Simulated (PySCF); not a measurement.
# Potential energy of CdF along the bond

Set-up: Cd def2-TZVPP with ECP28, F def2-TZVPP; scalar-relativistic core potentials (PySCF 2.14). Energies in eV from Cd + F in their ground configurations at the same level. State: ²Σ⁺ (doublet), unpaired electrons σ ↑.

All columns are PBE. A positive dipole means Cd(−)F(+).

| R (Å) | E (eV) | μ (D) | Mulliken charge on Cd (basis-dependent) | HOMO (eV) | LUMO (eV) | Mayer bond order | ⟨S²⟩ |
| --- | --- | --- | --- | --- | --- | --- | --- |
| 1.721 | -1.577 | -1.94 | 0.52 | -5.24 | -4.19 | 0.79 | 0.75 |
| 1.801 | -2.150 | -2.37 | 0.51 | -5.42 | -4.39 | 0.78 | 0.75 |
| 1.881 | -2.464 | -2.77 | 0.51 | -5.57 | -4.58 | 0.78 | 0.75 |
| 1.941 | -2.581 | -3.05 | 0.51 | -5.68 | -4.72 | 0.77 | 0.75 |
| 2.001 | -2.625 | -3.32 | 0.51 | -5.79 | -4.84 | 0.77 | 0.75 |
| 2.061 | -2.618 | -3.57 | 0.51 | -5.88 | -4.95 | 0.76 | 0.75 |
| 2.141 | -2.550 | -3.87 | 0.50 | -6.01 | -5.09 | 0.75 | 0.75 |
| 2.241 | -2.411 | -4.20 | 0.50 | -6.15 | -5.25 | 0.74 | 0.75 |
| 2.361 | -2.204 | -4.52 | 0.49 | -6.30 | -5.41 | 0.72 | 0.75 |
| 2.521 | -1.918 | -4.83 | 0.47 | -6.49 | -5.59 | 0.68 | 0.75 |

A fit through these points gives, at Re = 2.020 Å, μ = -3.40 D and dμ/dR = -4.22 D/Å; the reduced mass is 16.28 u.

Problem. How strong is the fundamental in the double-harmonic approximation, I = 42.26·(dμ/dR)²/μred km/mol?

Solution. I = 42.26·(-4.22)²/16.28 = 46.2 km/mol at PBE.

Spin–orbit coupling is left out. The state is the lowest determinant that a PBE0 search found; another state may lie lower at other levels.
